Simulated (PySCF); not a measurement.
## Ce(SH)3 at several levels of theory

Computed with PySCF 2.14.0 (density fitting, no spin-orbit coupling) at the geometry relaxed with PBE0:

```xyz
7
Ce(SH)3 (singlet in the valence; each metal's 4f electrons, 1 of them, lie in its core potential, out of spins and levels)
Ce    0.0000    0.0000    0.8786
S     2.6593   -0.4011    0.9872
H     2.9829    0.9142    1.0116
S    -0.9823    2.5036    0.9872
H    -2.2832    2.1262    1.0116
S    -1.6770   -2.1024    0.9872
H    -0.6998   -3.0404    1.0116
```

| level | basis | state | HOMO (eV) | gap (eV) | charge on Ce1 (e) | population of f-type functions on Ce1 (polarisation alone where 4f lies in the core) | dipole about the centre of mass (D) | largest force component (eV/Å) |
| --- | --- | --- | --- | --- | --- | --- | --- | --- |
| PBE0 | Ce lcecp-1-SVP with ECP47, S def2-SVP, H def2-SVP | singlet | -7.25 | 4.82 | 0.90 | 0.04 | 0.64 | 0.01 |
| M06-L | the same | singlet | -6.23 | 4.01 | 1.11 | 0.04 | 0.66 | 0.24 |
| PBE0 | Ce lcecp-1-TZVP with ECP47, S def2-TZVP, H def2-TZVP | singlet | -7.32 | 4.90 | 1.30 | 0.06 | 0.66 | 0.22 |

In the lcecp rows the 4f levels are missing from HOMO and gap, and the state counts the valence alone.

Charges are Mulliken's, which hang on the basis. The relaxation used the grid (50, 194), these runs (75, 302) or, all-electron (x2c bases, spin-free X2C Hamiltonian), (99, 590).

(1) What does wB97X with Ce lcecp-1-SVP with ECP47, S def2-SVP, H def2-SVP give here?

An lcecp potential fixes the number of 4f electrons, so in runs with it no electron can move into or out of that shell.

Results:

(1) state singlet, HOMO (eV) -9.55, gap (eV) 8.79, charge on Ce1 (e) 0.95, population of f-type functions on Ce1 (polarisation alone where 4f lies in the core) 0.04, dipole about the centre of mass (D) 0.70, largest force component (eV/Å) 0.15. Time: 7.4 s on 2 threads of Arm Neoverse V1, with other jobs on the host, from an already converged density.
